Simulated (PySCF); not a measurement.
C2H11FSi3, SMILES F[SiH2][SiH2]CC[SiH3].

Coordinates come from a PBE0-D3(BJ)/def2-SVP optimisation. This is a generated structure with no PubChem entry under its InChIKey; it may be hypothetical. Other conformers were not sampled.

Two levels are set side by side: PBE/def2-TZVP (PySCF) and CAM-B3LYP/def2-TZVP (PySCF). Same geometry, gas phase. Differences are taken from unrounded values.

```json
[
 {"quantity": "orbital gap (eV)", "CAM-B3LYP": "9.82", "PBE": "5.42", "PBE minus CAM-B3LYP": "-4.40"},
 {"quantity": "highest occupied level (eV)", "CAM-B3LYP": "-9.39", "PBE": "-6.90", "PBE minus CAM-B3LYP": "2.49"},
 {"quantity": "lowest empty level (eV)", "CAM-B3LYP": "0.43", "PBE": "-1.48", "PBE minus CAM-B3LYP": "-1.91"},
 {"quantity": "dipole moment (D)", "CAM-B3LYP": "1.69", "PBE": "1.64", "PBE minus CAM-B3LYP": "-0.05"}
]
```

PBE's occupied levels lie high since its potential decays too fast outside the molecule; exact exchange lowers them and widens the gap. Differences between two approximate levels are no errors against the true value.

Rough cost on one machine, each run with all the roots and properties that it gave: CAM-B3LYP against PBE within a factor of 2.
